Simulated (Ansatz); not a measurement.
Two isomers of C8H16: A = `C=C(C)C(CC)CC`, B = `CC1(C)CCCCC1`.

Calculated with Ansatz (gas phase, PBE0-D4/def2-TZVP geometries, no zero-point term in ΔE). CCSD(T)/CBS is the MP2 limit (def2-TZVPP, def2-QZVPP) plus CCSD(T) − MP2 in def2-TZVPP, frozen cores. Functionals use def2-TZVPP. Each species was taken in one conformer, which may not be the lowest.

(1) Which isomer does CCSD(T)/CBS put lower? Give the gap. (Estimate.)

(2) Give E(B) − E(A) in kcal/mol with CCSD/def2-TZVPP, LDA (SPW92), ωB97M-V, CCSD(T)/def2-TZVPP, PBE-D4, HF/def2-TZVPP, B2PLYP. (An estimate is asked.)

Largest T1 diagnostic: 0.009.

Results:

(1) Ansatz gave: B, by 19.8 kcal/mol.

(2) Ansatz gave: CCSD/def2-TZVPP -20.2, LDA (SPW92) -26.0, ωB97M-V -20.2, CCSD(T)/def2-TZVPP -19.9, PBE-D4 -18.8, HF/def2-TZVPP -15.7, B2PLYP -17.0. None reverses the order clearly.

The D4 term adds −1.7 kcal/mol with B3LYP and −0.8 kcal/mol with PBE0; it sums over pairs of atoms, weighted by their polarisabilities, and B3LYP, whose exchange is more repulsive, gets the larger term. In def2-TZVPP, CCSD(T) changes the Hartree–Fock value by −4.3 kcal/mol (the triples alone add +0.3 kcal/mol) and MP2 by −6.2 kcal/mol.

B3LYP here is the variant with VWN-RPA as its local correlation; programs differ in this.
